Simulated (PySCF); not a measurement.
How methods differ on the ionisation energy of Sc⁺

Sc⁺ [Ar] 3d1 4s1 (3D) → Sc²⁺ [Ar] 3d1 (2D), as a difference of total energies. Computed with PySCF 2.14 in x2c-QZVPPall (11s7p5d3f2g, 96 functions), with scalar relativity by spin-free X2C-1e. Correlated levels: valence: [Ar] frozen; valence and next inner shell: [Ne] frozen. The calculations carry no spin-orbit coupling.

```json
{"method": "UHF", "ionisation energy (eV)": "12.221"}
{"method": "LDA", "ionisation energy (eV)": "13.280"}
{"method": "PBE", "ionisation energy (eV)": "13.120"}
{"method": "PBE0", "ionisation energy (eV)": "12.944"}
{"method": "wB97M-V", "ionisation energy (eV)": "12.738"}
{"method": "BP86", "ionisation energy (eV)": "13.141"}
{"method": "PBEsol", "ionisation energy (eV)": "13.042"}
{"method": "MP2 (valence)", "ionisation energy (eV)": "12.315"}
{"method": "SCS-MP2 (valence)", "ionisation energy (eV)": "12.253"}
{"method": "MP2 (valence and next inner shell)", "ionisation energy (eV)": "12.779"}
```

Problem. Estimate what LC-wPBE gives.

Solution. 12.691 eV, closest to wB97M-V among the rows shown.

Problem. Estimate what SCS-MP2 (valence and next inner shell) gives.

Solution. 12.644 eV, closest to wB97M-V among the rows shown.

Errors of the correlated levels include the incompleteness of this basis and the frozen core.

For comparison: 12.800 eV (measured; NIST Atomic Spectra Database, ionization energies).
